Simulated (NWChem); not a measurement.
System: CH$_{7}$FSi$_{2}$; SMILES C[SiH2][SiH2]F

Input file for NWChem:

```
start job
memory heap 200 mb stack 900 mb global 1100 mb
geometry units angstroms noautosym nocenter noautoz
  Si     0.387365     1.226513    -0.266825
  F     -0.897304     1.940093     0.430601
  Si     0.490234    -1.054632     0.283132
  C     -1.011882    -2.046566    -0.310241
  H      0.266369     1.412480    -1.742051
  H      1.615589     1.936342     0.191831
  H      1.735653    -1.578924    -0.355212
  H      0.655973    -1.203511     1.758158
  H     -1.126798    -1.979532    -1.397536
  H     -1.934230    -1.677491     0.150918
  H     -0.901788    -3.104204    -0.046445
end
basis spherical
  * library 6-31g*
end
dft
  xc b3lyp
  iterations 150
end
property
  shielding
end
task dft property
```

All runs use the structure optimised with B3LYP/6-31G* (spherical d).

GIAO values for the isolated, static molecule; σ is the absolute isotropic shielding, δ = σ(reference) − σ with the isolated reference molecule computed at the same levels (13C: tetramethylsilane, 19F: trichlorofluoromethane, 1H: tetramethylsilane, 29Si: tetramethylsilane).

Atoms are numbered as in the input.

### Question
What results follow from this input? (B3LYP/6-31G* (spherical d), GIAO.) Quantities: δ F2 (ppm); δ Si3 (ppm); δ C4 (ppm); δ H5 (ppm); δ H7 (ppm); δ H8 (ppm); δ H9 (rotor mean) (ppm).

### Answer
* **δ F2 (ppm)**: -247.8
* **δ Si3 (ppm)**: -46.4
* **δ C4 (ppm)**: -9.0
* **δ H5 (ppm)**: 5.86
* **δ H7 (ppm)**: 3.73
* **δ H8 (ppm)**: 4.10
* **δ H9 (rotor mean) (ppm)**: 0.27
